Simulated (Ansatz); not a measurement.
System: CH3Mg (charge 0, doublet). It need not be the lowest isomer of its formula. 
Geometry from a B3LYP-D3(BJ)/def2-TZVP (Ansatz, a quantum-chemistry and plane-wave program) optimisation:
SMILES: [Mg][CH3]
```xyz
5

Mg    -0.6872    -0.3966    -0.5519
C      0.8270     0.4772     0.6641
H      1.3509    -0.2981     1.2286
H      0.3829     1.1853     1.3681
H      1.5509     1.0082     0.0409
```
Charge 0, spin multiplicity 2.

Property: atomisation energy (electronic, to ground-state atoms), in eV. Correlated levels leave the core frozen unless marked. Open shells are spin-unrestricted. No spin-orbit coupling. Non-relativistic. The coupled-cluster limit lacks core correlation, which all-electron functionals hold. CBS(X,Y): correlation extrapolated as X^-3; Hartree-Fock from the larger set.

```tsv
level	program	atomisation energy (eV)
BLYP-D3(BJ)/def2-TZVPD	Ansatz + dftd3	14.49
PBE0/def2-SVP	Ansatz	14.59
PBE0-D4/def2-TZVP	Ansatz + dftd4	14.60
MP2/CBS(def2-TZVPPD,def2-QZVPPD)	Ansatz	14.63
SCS-MP2/def2-TZVPPD	Ansatz	14.31
CCSD/STO-3G	Ansatz	16.28
CCSD(T)/CBS(def2-TZVPPD,def2-QZVPPD)	Ansatz	14.48
```
